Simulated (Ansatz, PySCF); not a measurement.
Positional isomers: silole fluoro. Gas-phase values, no solvent. Strings in code marks are SMILES.

Quantity: electronic energy of isomers of C4H5FSi relative to `F[SiH]1C=CC=C1`, in kcal/mol. The restricted reference of `FC1=CC=C[SiH2]1`, `FC1=C[SiH2]C=C1` and `F[SiH]1C=CC=C1` is unstable towards unrestricted orbitals.

Level 1: PBE-D3(BJ)/def2-TZVP // PBE0-D3(BJ)/def2-TZVP (PySCF)
Level 2: frozen-core MP2/cc-pVTZ // PBE0-D3(BJ)/def2-TZVP (Ansatz, a first-principles code)
Level 3: M06-2X/6-31G* // PBE0-D3(BJ)/def2-TZVP (PySCF)
Level 4: PBE/6-31G* // PBE0-D3(BJ)/def2-TZVP (PySCF)

| species | level 2 | level 3 | level 4 |
|---|---|---|---|
| `FC1=CC=C[SiH2]1` | 54.2 | 49.7 | 44.0 |
| `FC1=C[SiH2]C=C1` | 46.4 | 42.6 | 37.8 |

Q: What does level 1 give for each?

A: 
- `FC1=CC=C[SiH2]1`: 46.9
- `FC1=C[SiH2]C=C1`: 40.4
